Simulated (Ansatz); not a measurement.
Consider the substitution at a C–In bond: `CC(C)(C)[CH2][In]([Cl])[Cl]` + H₂S → `CC(C)(C)CS` + `[Cl][InH][Cl]`.

Program: Ansatz. Geometries: PBE0-D4/def2-TZVP. ΔE: electronic, gas phase. CBS: MP2 limit from def2 TZ/QZ plus the TZ coupled-cluster correction, frozen cores. This one scheme is used for every species. def2 core potentials past Kr. For In outer-core shells are correlated without core-valence functions, which leaves a few kJ/mol of doubt a bond. Each species was taken in one conformer, which may not be the lowest.

```
             level  ΔE (kJ/mol)
    MP2/def2-QZVPP         55.6
SCS-MP2/def2-QZVPP         49.8
```

Question: What does CCSD(T)/CBS give? (Estimate.)

Answer: Computed: +50.3 kJ/mol. The listed levels differ from it by 5.3, -0.5 kJ/mol.

Largest T1 diagnostic among the species: 0.013.

At CCSD(T), def2-SVP lies −5.6 kJ/mol from the extrapolated value and def2-TZVPP −1.0 kJ/mol. From BLYP to BHLYP (50 % exact exchange), in def2-TZVPP and without D4, ΔE moves by −5.8 kJ/mol. Leaving LDA and LC-ωPBE aside and taking each functional with its dispersion term where it has one, the values, not all of them listed here, spread over 11.1 kJ/mol, from B97M-V to BLYP-D4.

CCSD(T)/CBS has its own doubt, a few kJ/mol and more with outer-core shells, so smaller differences from it don't rank the levels.
